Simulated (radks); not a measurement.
Species: Xe XIII. Configuration: [Ar] 3d10 4s1.5 4p6 4d6 5p0.5 (fractional occupations, a model configuration). All-electron calculation, scalar-relativistic Kohn-Sham, PBEsol, spin-polarised, spherical densities, finite nucleus; open shells are filled with parallel spins first (spin-orbit coupling, left out, can overturn this in heavy ions); Fermi nuclear charge, rms radius 4.7859 fm. Program: a radial shooting solver on a logarithmic mesh with Libxc functionals. Some entries of the table are withheld. Estimate them.

orbital,occ.,eigenvalue (eV),<r> (bohr),<1/r> (bohr^-1)
1s up,1,-34605.00,0.02667,58.08
1s down,1,-34604.66,0.02667,58.08
2s up,1,-5597.670,0.1146,13.33
2s down,1,-5595.638,0.1146,13.33
2p up,3,-5049.663,0.1003,12.73
2p down,3,-5048.005,0.1003,12.73
3s up,1,-1336.950,0.3059,4.801
3s down,1,-1335.648,0.3058,4.802
3p up,3,-1160.016,0.3037,4.564
3p down,3,-1158.584,0.3035,4.565
3d up,5,-898.3799,0.2797,4.327
3d down,5,-896.4503,0.2795,4.327
4s up,1,-425.2640,0.6917,2.031
4s down,0.5,-418.6173,0.6918,2.031
4p up,3,-366.5895,0.7259,1.893
4p down,3,-359.9828,0.7266,1.892
4d up,5,-279.6261,0.7814,1.686
4d down,1,-273.1715,0.7836,1.683
5p up,0.5,-170.0852,(1),0.9324
5p down,0,-166.5314,(2),0.9245

Answer. 
(1) 5p up <r> (bohr): 1.460
(2) 5p down <r> (bohr): 1.469
